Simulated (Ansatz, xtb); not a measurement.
Two isomers of C4H11PSSi

Structure a is `C=C(C)S[Si@H](C)P`, a singlet and structure b is `C=CS[Si@H](P)CC`, a singlet. Both are isolated molecules in the gas phase, relaxed with PBE0-D3(BJ)/def2-SVP; the shapes shown needn't be the lowest conformers.

a (Å):

```yaml
atoms:
  - { symbol: C, position_ang: [-0.0208, -0.2485, 1.5280] }
  - { symbol: C, position_ang: [-0.2598, 0.3054, 0.3343] }
  - { symbol: C, position_ang: [0.7940, 0.8585, -0.5711] }
  - { symbol: C, position_ang: [-2.4885, -2.7392, 0.4053] }
  - { symbol: P, position_ang: [-0.5592, -2.0741, -2.3856] }
  - { symbol: S, position_ang: [-1.9458, 0.4963, -0.2676] }
  - { symbol: Si, position_ang: [-2.2594, -1.5094, -0.9917] }
  - { symbol: H, position_ang: [1.0046, -0.3439, 1.8983] }
  - { symbol: H, position_ang: [-0.8318, -0.6029, 2.1674] }
  - { symbol: H, position_ang: [1.7990, 0.7220, -0.1457] }
  - { symbol: H, position_ang: [0.7556, 0.3775, -1.5619] }
  - { symbol: H, position_ang: [0.6241, 1.9337, -0.7417] }
  - { symbol: H, position_ang: [-3.5069, -1.4032, -1.8071] }
  - { symbol: H, position_ang: [-2.7142, -3.7388, 0.0015] }
  - { symbol: H, position_ang: [-3.3174, -2.4268, 1.0591] }
  - { symbol: H, position_ang: [-1.5716, -2.8095, 1.0094] }
  - { symbol: H, position_ang: [-1.0034, -3.4308, -2.4932] }
  - { symbol: H, position_ang: [0.3225, -2.3688, -1.2979] }
```

b (Å):

```yaml
atoms:
  - { symbol: C, position_ang: [-3.1905, -1.7031, -0.2925] }
  - { symbol: C, position_ang: [-1.8869, -1.7477, -0.0106] }
  - { symbol: C, position_ang: [0.7443, 0.6761, -0.6827] }
  - { symbol: C, position_ang: [1.8806, 1.5565, -0.1704] }
  - { symbol: P, position_ang: [1.3877, -1.6601, 1.6898] }
  - { symbol: S, position_ang: [-0.6700, -2.3118, -1.1650] }
  - { symbol: Si, position_ang: [1.0355, -1.1739, -0.4998] }
  - { symbol: H, position_ang: [-3.5788, -1.9652, -1.2805] }
  - { symbol: H, position_ang: [-3.9080, -1.4095, 0.4777] }
  - { symbol: H, position_ang: [-1.5206, -1.4853, 0.9892] }
  - { symbol: H, position_ang: [2.1399, -1.6456, -1.3890] }
  - { symbol: H, position_ang: [2.6905, -1.0719, 1.7128] }
  - { symbol: H, position_ang: [1.8735, -2.9726, 1.4118] }
  - { symbol: H, position_ang: [-0.2005, 0.9112, -0.1627] }
  - { symbol: H, position_ang: [0.5512, 0.8591, -1.7539] }
  - { symbol: H, position_ang: [2.0405, 1.4267, 0.9118] }
  - { symbol: H, position_ang: [2.8339, 1.3275, -0.6730] }
  - { symbol: H, position_ang: [1.6702, 2.6239, -0.3401] }
```

Task: Estimate which is lower in electronic energy at CCSD(T)/def2-SVP + ΔMP2/def2-TZVPP, and by roughly how much.

Result: The CCSD(T)/def2-SVP + ΔMP2/def2-TZVPP calculation puts structure a lower, by 5.6 kcal/mol.

The same difference at several levels:

| level | geometry | E(b) − E(a) (kcal/mol) | departure from the last row (kcal/mol) | job, with rough time for the two |
| --- | --- | --- | --- | --- |
| PBE0-D3(BJ)/def2-SVP | PBE0-D3(BJ)/def2-SVP | +5.9 | +0.2 | optimisation, 3.5 min |
| HF/def2-SVP | PBE0-D3(BJ)/def2-SVP | +4.2 | −1.5 | part of the CCSD(T) run |
| MP2/def2-SVP | PBE0-D3(BJ)/def2-SVP | +6.7 | +1.0 | part of the CCSD(T) run |
| CCSD(T)/def2-SVP | PBE0-D3(BJ)/def2-SVP | +5.8 | +0.2 | single point |
| CCSD(T)/def2-SVP + ΔMP2/def2-TZVPP | PBE0-D3(BJ)/def2-SVP | +5.6 |  | single point, 3.4 min |

As drawn, both hold the same kinds of bond in the same numbers. Structure a has 2 methyl groups, b 1.

None of the levels shown reverses the order. The largest departure from CCSD(T)/def2-SVP + ΔMP2/def2-TZVPP is that of HF/def2-SVP, 1.5 kcal/mol. Levels run at GFN2-xTB geometries aren't shown. The last row adds to CCSD(T) the change of the MP2 difference between the two basis sets, here −0.2 kcal/mol.

With thermal terms from frequencies at re-optimised GFN2-xTB minima (ideal gas, soft modes damped towards free rotors, one conformer each, 298.15 K, 1 atm): the zero-point term adds +0.5 kcal/mol; ΔH is +6.0 and ΔG +6.1 kcal/mol.

The correlated steps freeze 19 core orbitals. Codes used: Ansatz 0.2.0, xtb 6.7.1; the last row on 4 threads of Arm Neoverse N1 on a shared host.
